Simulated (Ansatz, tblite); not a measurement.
Cost and result up the ladder for the cluster Ag2Pd2⁻ (the lowest doublet isomer of a short search) (4 atoms). Charge -1, multiplicity 2. Geometry: r2SCAN-D4/def2-SVPD.

```xyz
4

Pd    1.172    0.258    0.377
Pd   -1.170   -0.258   -0.378
Ag    0.981   -1.695   -1.328
Ag   -0.982    1.694    1.329
```

Ansatz on 4 threads of Arm Neoverse V1 on a shared host; xTB runs through tblite on one thread. Times are rough, summed over both states, and most runs start from the orbitals of an earlier one. PBE0-D4/def2-TZVPD serves as the yardstick here, not as an exact answer. The other state is a triplet.

In the def2 sets Ag, Pd take a core potential; there is no spin–orbit coupling. The xTB rows come from tblite. The structure comes from a short search, and lower isomers may exist.

Raw xTB energies of ions are shifted by several eV, and xTB has no spin-polarisation term.

| level | functions | wall time | vertical IE (eV) | difference from PBE0-D4/def2-TZVPD (eV) | remarks |
| --- | --- | --- | --- | --- | --- |
| GFN1-xTB | 36 | 0.01 s | 6.43 | 4.51 | – |
| GFN2-xTB | 36 | 0.015 s | 6.53 | 4.61 | – |
| PBE-D4/def2-TZVPD (with forces) | 160 | 22 s | 2.16 | 0.24 | HOMO above zero (-1 doublet), lower spin may lie lower (triplet) |
| PBE0-D4/def2-TZVPD | 160 | 33 s | 1.92 | 0.00 | – |
| r2SCAN-D4/def2-TZVPD | 160 | 50 s | 2.04 | 0.12 | – |
